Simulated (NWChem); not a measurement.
Species: SiNH₃OF₂; SMILES N[Si](O)(F)F

```xyz
8

N      0.4613    -1.6101     0.1410
Si     0.0165     0.0184     0.0792
O      1.3830     0.9180    -0.0236
F     -0.8682     0.3409     1.3741
F     -0.9303     0.4527    -1.1474
H      1.2324    -1.9742    -0.4000
H     -0.1426    -2.3283     0.5142
H      1.2890     1.7720    -0.4680
```
Atoms are numbered in this order, from 1.

Program: NWChem. The geometry was optimised at B3LYP/6-31G* (spherical d). GIAO values for the isolated, static molecule; σ is the absolute isotropic shielding, δ = σ(reference) − σ with the isolated reference molecule computed at the same levels (19F: trichlorofluoromethane, 1H: tetramethylsilane, 15N: ammonia, 17O: water).

For level BHandHLYP/pcSseg-1:

- δ N1 (ppm) = 13.4
- δ O3 (ppm) = 37.4
- δ F4 (ppm) = -150.8
- δ F5 (ppm) = -140.2
- δ H6 (ppm) = 1.18
- δ H7 (ppm) = 1.07
- δ H8 (ppm) = 2.41

**Question.** What are these values for level PBE0/pcSseg-1?

**Answer.** δ N1 (ppm): 16.2
δ O3 (ppm): 43.2
δ F4 (ppm): -165.9
δ F5 (ppm): -154.5
δ H6 (ppm): 1.06
δ H7 (ppm): 0.96
δ H8 (ppm): 2.21
